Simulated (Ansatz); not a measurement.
Geometry optimisation, Ansatz 0.2.0, RKS BHLYP-D4/def2-SVP.

Input:

```yaml
crystal:
  periodic: [false, false, false]
  atoms:
    - { symbol: B, position_ang: [-1.18294, 1.51428, -1.10819] }
    - { symbol: Si, position_ang: [0.07063, 0.05031, -1.30872] }
    - { symbol: B, position_ang: [0.26954, -0.76616, 0.51522] }
    - { symbol: O, position_ang: [1.16797, -0.21061, 1.35572] }
    - { symbol: Zn, position_ang: [-0.20446, -2.07479, 1.98714] }
    - { symbol: H, position_ang: [-0.83552, 2.57862, -0.75535] }
    - { symbol: H, position_ang: [-2.33856, 1.35028, -1.2136] }
    - { symbol: H, position_ang: [-0.2459, -0.96943, -2.3265] }
    - { symbol: H, position_ang: [1.4467, 0.47061, -1.69356] }
    - { symbol: H, position_ang: [1.71966, 0.5304, 1.07405] }
    - { symbol: H, position_ang: [0.13288, -2.47351, 3.4738] }
basis:
  gaussian: { orbitals: def2-SVP }
hamiltonian:
  xc: { name: BHLYP }
  dispersion: d4
relax:
  f_tol: 0.015
  max_steps: 40
```

Launched with:

```bash
$ ansatz run input.yaml --threads 2 --pin off --max-ram 3072MiB --backend cpu --events-out ev --progress --plain --runs-dir out
```

Question: Where does it end, and by what steps?

Answer: The forces met the threshold. After 24 steps the energy has fallen by 0.643 eV; H11 moved furthest, 1.50 Å.

```json
{"step": "0", "energy less start (eV)": "0.0000", "largest force component (eV/Å)": "0.822", "accepted": "yes"}
{"step": "1", "energy less start (eV)": "-0.2228", "largest force component (eV/Å)": "0.490", "accepted": "yes"}
{"step": "2", "energy less start (eV)": "-0.3495", "largest force component (eV/Å)": "0.372", "accepted": "yes"}
{"step": "3", "energy less start (eV)": "-0.4328", "largest force component (eV/Å)": "0.746", "accepted": "yes"}
{"step": "4", "energy less start (eV)": "-0.4995", "largest force component (eV/Å)": "0.908", "accepted": "yes"}
{"step": "5", "energy less start (eV)": "-0.5649", "largest force component (eV/Å)": "0.593", "accepted": "yes"}
{"step": "6", "energy less start (eV)": "-0.6028", "largest force component (eV/Å)": "0.285", "accepted": "yes"}
{"step": "7", "energy less start (eV)": "-0.6201", "largest force component (eV/Å)": "0.200", "accepted": "yes"}
{"step": "8", "energy less start (eV)": "-0.6285", "largest force component (eV/Å)": "0.077", "accepted": "yes"}
{"step": "9", "energy less start (eV)": "-0.6205", "largest force component (eV/Å)": "0.465", "accepted": "no"}
{"step": "10", "energy less start (eV)": "-0.6329", "largest force component (eV/Å)": "0.104", "accepted": "yes"}
{"step": "11", "energy less start (eV)": "-0.6330", "largest force component (eV/Å)": "0.248", "accepted": "yes"}
{"step": "12", "energy less start (eV)": "-0.6338", "largest force component (eV/Å)": "0.208", "accepted": "yes"}
{"step": "13", "energy less start (eV)": "-0.6365", "largest force component (eV/Å)": "0.134", "accepted": "yes"}
{"step": "14", "energy less start (eV)": "-0.6380", "largest force component (eV/Å)": "0.071", "accepted": "yes"}
{"step": "15", "energy less start (eV)": "-0.6389", "largest force component (eV/Å)": "0.044", "accepted": "yes"}
{"step": "16", "energy less start (eV)": "-0.6396", "largest force component (eV/Å)": "0.048", "accepted": "yes"}
{"step": "17", "energy less start (eV)": "-0.6408", "largest force component (eV/Å)": "0.089", "accepted": "yes"}
{"step": "18", "energy less start (eV)": "-0.6413", "largest force component (eV/Å)": "0.072", "accepted": "yes"}
{"step": "19", "energy less start (eV)": "-0.6423", "largest force component (eV/Å)": "0.043", "accepted": "yes"}
{"step": "20", "energy less start (eV)": "-0.6425", "largest force component (eV/Å)": "0.102", "accepted": "yes"}
{"step": "21", "energy less start (eV)": "-0.6432", "largest force component (eV/Å)": "0.064", "accepted": "yes"}
{"step": "22", "energy less start (eV)": "-0.6432", "largest force component (eV/Å)": "0.045", "accepted": "yes"}
{"step": "23", "energy less start (eV)": "-0.6434", "largest force component (eV/Å)": "0.018", "accepted": "yes"}
{"step": "24", "energy less start (eV)": "-0.6435", "largest force component (eV/Å)": "0.012", "accepted": "yes"}
```

```xyz
11
Properties=species:S:1:pos:R:3
B -1.374 1.264 -0.958
Si 0.235 0.080 -1.138
B 0.808 -0.426 0.770
O 1.937 0.090 1.301
Zn -0.324 -1.756 1.957
H -1.304 2.457 -1.060
H -2.441 0.800 -0.663
H -0.123 -1.177 -1.855
H 1.342 0.740 -1.895
H 2.429 0.675 0.726
H -1.183 -2.747 2.814
```

The run took 110 s on 2 threads of Arm Neoverse V1 (shared host), peak memory 0.3 GiB.
